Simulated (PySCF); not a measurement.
Geometry (Å), atoms numbered from 1 in this order:
```xyz
14

C    -2.7275    0.3803   -0.0289
O    -1.5583    1.1293   -0.1985
C    -0.6012    0.5451   -0.9844
Se    0.2673   -1.0742   -0.2178
Se    1.3273   -0.1052    1.6006
C     3.0647    0.2880    0.8077
H    -2.5238   -0.5762    0.4858
H    -3.2112    0.1575   -1.0002
H    -3.4165    0.9776    0.5826
H     0.1912    1.2831   -1.1631
H    -0.9996    0.1797   -1.9540
H     2.9737    1.0471    0.0204
H     3.5147   -0.6290    0.4071
H     3.6934    0.6786    1.6221
```

Geometry: PBE0-D3(BJ)/def2-SVP; GIAO absolute shieldings from PySCF, gas phase, non-relativistic, averaged over equivalent atoms.

At HF/pcSseg-1 (190 basis functions, 16 s wall time on 1 thread of an Arm Neoverse V2, shared host):
| atoms | σ (ppm) |
| --- | --- |
| C3 | 119.7 |
| C1 | 140.6 |
| C6 | 172.8 |
| O2 | 334.1 |
| Se4 | 1691.8 |
| Se5 | 1811.4 |
| H10/H11 | 27.35 |
| H7/H8/H9 | 28.52 |
| H12/H13/H14 | 29.63 |

Task: What do these become at PBE0/pcSseg-1?

Result: 
| atoms | σ at PBE0/pcSseg-1 | change |
| --- | --- | --- |
| C3 | 101.2 | -18.5 |
| C1 | 129.5 | -11.1 |
| C6 | 163.1 | -9.7 |
| O2 | 299.6 | -34.5 |
| Se4 | 1426.1 | -265.7 |
| Se5 | 1545.2 | -266.2 |
| H10/H11 | 26.51 | -0.84 |
| H7/H8/H9 | 28.01 | -0.51 |
| H12/H13/H14 | 29.19 | -0.44 |

The largest change is at Se5 (selenium bonded to C, Se). Cost: 190 basis functions, 25 s wall time on 1 thread of an Arm Neoverse V2, shared host. The order of the carbon signals is the same at both levels.

Relativistic effects, spin–orbit coupling among them, are left out; they matter for Se and for the light atoms bonded to it.
